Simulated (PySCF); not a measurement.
Compound: C₇H₁₂.
Geometry (PBE0-D3(BJ)/def2-SVP, Å), atoms numbered from 1 in this order:
```
atom  x, y, z in Å
C1    -1.3939   -0.3596    1.8030
C2    -1.0120   -0.5150    0.5220
C3    -1.9372   -1.1841   -0.4557
C4     0.3045   -0.0403    0.0443
C5     1.2150    0.6185    1.0403
C6     0.6698   -0.1940   -1.2464
C7     1.9668    0.2418   -1.8568
H8    -0.7608    0.1205    2.5511
H9    -2.3692   -0.7165    2.1433
H10   -2.8667   -1.4967    0.0387
H11   -1.4734   -2.0770   -0.9047
H12   -2.2043   -0.5085   -1.2844
H13    0.7398    1.5086    1.4833
H14    1.4560   -0.0627    1.8725
H15    2.1596    0.9391    0.5844
H16   -0.0380   -0.6759   -1.9261
H17    2.0663    1.3409   -1.8743
H18    2.8392   -0.1476   -1.3070
H19    2.0520   -0.1064   -2.8954
```

The calculation used PySCF, PBE0-D3(BJ)/def2-SVP geometry optimisation, gas phase.

Masses are those of the commonest isotopes; rigid-rotor values at the optimised geometry. The values belong to one conformer with, in the numbering `[CH2:1]=[C:2]([CH3:3])/[C:4]([CH3:5])=[CH:6]/[CH3:7]`, C1–C2–C4–C5 0°.

Q: Give the principal moments of inertia and the rotational constants in GHz.

A: Ia = 121.19, Ib = 271.81, Ic = 383.52 u·Å²; 505379 MHz·u·Å²/I gives 4170, 1859 and 1318 MHz, that is A = 4.1702, B = 1.8593, C = 1.3178 GHz.

Q: What kind of rotor is it?

A: An asymmetric top. Ray's parameter κ = (2B − A − C)/(A − C) = -0.620; −1 is the prolate and +1 the oblate limit.

Q: Is it planar, by Δ = Ic − Ia − Ib?

A: Not planar: Δ = Ic − Ia − Ib = -9.48 u·Å². For a rigid frame Δ = −2 Σ m c², so Σ m c² = 4.74 u·Å² lies off the ab plane, practically all of it from hydrogen. The atom farthest from that plane is 0.94 Å away.

Q: List the rotational levels J(Ka,Kc) to J = 5 (MHz).

A: Above 0(0,0):
J = 1: 1(0,1) 3177, 1(1,1) 5488, 1(1,0) 6030
J = 2: 2(0,2) 9447, 2(1,2) 11301, 2(1,1) 12925, 2(2,1) 19858, 2(2,0) 19942
J = 3: 3(0,3) 18653, 3(1,3) 19970, 3(1,2) 23211, 3(2,2) 29389, 3(2,1) 29799, 3(3,1) 42347, 3(3,0) 42355
J = 4: 4(0,4) 30616, 4(1,4) 31448, 4(1,3) 36806, 4(2,3) 42031, 4(2,2) 43185, 4(3,2) 55202, 4(3,1) 55260, 4(4,1) 73144, 4(4,0) 73145
J = 5: 5(0,5) 45210, 5(1,5) 45686, 5(1,4) 53585, 5(2,4) 57729, 5(2,3) 60169, 5(3,3) 71301, 5(3,2) 71525, 5(4,2) 89217, 5(4,1) 89223, 5(5,1) 112279, 5(5,0) 112279

Q: Predict some low-J microwave lines.

A: The dipole components are |μa| = 0.57 D, |μb| = 0.13 D, |μc| = 0.02 D. The squared components, which scale the intensities, stand as 1.00 : 0.06 : 0.00 (a : b : c). Some lines, for components of 0.1 D or more:

| type | branch | J(Ka,Kc) | MHz | lower level (cm⁻¹) |
| --- | --- | --- | --- | --- |
| a | Q | 1(1,0) ← 1(1,1) | 542 | 0.183 |
| a | Q | 2(1,1) ← 2(1,2) | 1625 | 0.377 |
| b | Q | 1(1,0) ← 1(0,1) | 2852 | 0.106 |
| a | R | 1(0,1) ← 0(0,0) | 3177 | 0.000 |
| b | Q | 2(1,1) ← 2(0,2) | 3479 | 0.315 |
| b | R | 2(0,2) ← 1(1,1) | 3959 | 0.183 |
| b | R | 1(1,1) ← 0(0,0) | 5488 | 0.000 |
| a | R | 2(1,2) ← 1(1,1) | 5813 | 0.183 |
| a | R | 2(0,2) ← 1(0,1) | 6270 | 0.106 |
| a | R | 2(1,1) ← 1(1,0) | 6896 | 0.201 |
| b | Q | 2(2,0) ← 2(1,1) | 7017 | 0.431 |
| b | R | 2(1,2) ← 1(0,1) | 8123 | 0.106 |
| b | Q | 2(2,1) ← 2(1,2) | 8557 | 0.377 |
| b | R | 2(2,1) ← 1(1,0) | 13828 | 0.201 |
| b | R | 2(2,0) ← 1(1,1) | 14455 | 0.183 |

No PBE0-D3(BJ)/def2-SVP frequencies stand behind this structure, so it isn't proved a minimum. No vibrational averaging or centrifugal distortion is included, and the geometry carries the error of its method. A rigid rotor knows nothing of internal rotation, which can split or shift real lines.

Time: 71 s of wall time; peak memory 0.76 GiB. Hardware: an AMD EPYC 9R45 with one thread (shared host). This is the geometry optimisation.
